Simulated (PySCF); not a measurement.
These are B3LYP-D3(BJ)/def2-TZVP // PBE-D3(BJ)/def2-SVP (PySCF) values and carry that method's errors. Gas-phase values, no solvent. B3LYP has the VWN-RPA correlation part, as in Gaussian. 

Reference species: [Nb(Cl)5] (neutral, multiplicity 1).

- charge on the central atom (Mulliken): 1.27 e
- LUMO: -4.61 eV
- HOMO: -8.92 eV

Changed species: [Nb(Cl)4(F)] (1 of 5 Cl replaced by F; the reference has 0 of 5 Cl replaced by F).

**Question.** Predict the effect on the charge on the central atom (Mulliken), LUMO and HOMO.

**Answer.** the charge on the central atom (Mulliken) increases by 0.19 e, to 1.46 e; the LUMO increases by 0.25 eV, to -4.36 eV; the HOMO falls by 0.20 eV, to -9.12 eV.
